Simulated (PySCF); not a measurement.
## TDDFT excited states: H12Si4Sn

Compound: Sn(SiH3)4.
SMILES: `[SiH3][Sn]([SiH3])([SiH3])[SiH3]`

Theory: PySCF, TDDFT wB97X-D/def2-SVPD, vertical, gas phase, core orbitals frozen in the response, def2 core potentials past Kr. Geometry: PBE0-D3(BJ)/def2-SVP; no solvent, vibrations or thermal averaging. Spin–orbit coupling is left out.

```tsv
state	E (eV)	λ (nm)	f	|μ| (D)	main configurations (H = HOMO, L = LUMO)
S1	6.29	197.0	0.0001	0.07	H-2/H-1→L+1 (≥24%), H-2/H-1→L+2 (≥19%), H-2/H-1→L+3 (≥17%)
S2	6.30	196.8	0.0003	0.12	H→L+3 (39%), H-2/H-1→L+1 (≥32%)
S3	6.31	196.4	0.0003	0.12	H→L+2 (21%), H-2/H-1→L+3 (≥17%), H-2/H-1→L+1 (≥16%)
S4	6.49	190.9	0.0009	0.19	H→L+1 (25%), H-2/H-1→L+1 (≥24%), H→L+2 (18%)
S5	6.51	190.4	0.0018	0.27	H-2/H-1→L+2 (≥33%), H-2/H-1→L+3 (≥25%), H→L+3 (20%)
S6	6.54	189.5	0.060	1.55	H→L (78%)
S7	6.57	188.6	0.062	1.58	H-2/H-1→L (≥69%)
S8	6.58	188.3	0.072	1.69	H-2/H-1→L (≥68%), H-2/H-1→L+2 (≥10%)
S9	6.61	187.6	0.0075	0.55	H-2/H-1→L+3 (≥32%), H-2/H-1→L+2 (≥30%), H→L+1 (21%)
```

Triplets, Tamm–Dancoff:

| state | E (eV) | λ (nm) | main configurations (H = HOMO, L = LUMO) |
| --- | --- | --- | --- |
| T1 | 5.61 | 221.1 | H-2/H-1→L (≥40%), H-2/H-1→L+2 (≥16%), H-2/H-1→L+3 (≥11%) |
| T2 | 5.61 | 220.8 | H-2/H-1→L (≥38%), H-2/H-1→L+3 (≥9%) |
| T3 | 5.63 | 220.4 | H→L (25%), H→L+1 (22%), H→L+2 (16%) |

The lowest singlet level (S1/S2) comes at 197 nm (607 kJ/mol) in the vacuum ultraviolet; it is dark (f under 0.0005). The most intense listed level is S8 at 6.58 eV (188 nm, f = 0.072), 0.29 eV above S1. S1/S2 lie within about 0.01 eV of each other. Löwdin shares by element: HOMO (one of a set within 0.03 eV) silicon 47% or more, tin 30% (atoms not listed hold the other 23%); LUMO silicon 40% or more, tin 14% (atoms not listed hold the other 46%). Orbital energies (eV): HOMO-3 -11.74, HOMO-2 -9.31, HOMO-1 -9.30, HOMO -9.28, LUMO 1.10, LUMO+1 1.21, LUMO+2 1.23. Of the 9 states listed, 3 reach f = 0.01 and 3 stay under 0.0005. The listed states span 0.31 eV, and the widest gap between neighbours is 0.18 eV (S3 to S4). No computed singlet lies in the visible range (380 to 750 nm); the lowest, at 197 nm, stands 3.03 eV above its violet end (3.26 eV). Orbitals of the list HOMO-3 to LUMO+2 that lie within 0.01 eV of each other are written together with a slash and their weights summed (≥ marks a lower bound); for degenerate orbitals outside that list single weights are arbitrary. Only the lowest 10 singlets were computed, as vertical energies without vibronic structure. The highest level found (6.72 eV, f 0.172 so far) is left out, since the window may have cut off a degenerate partner.
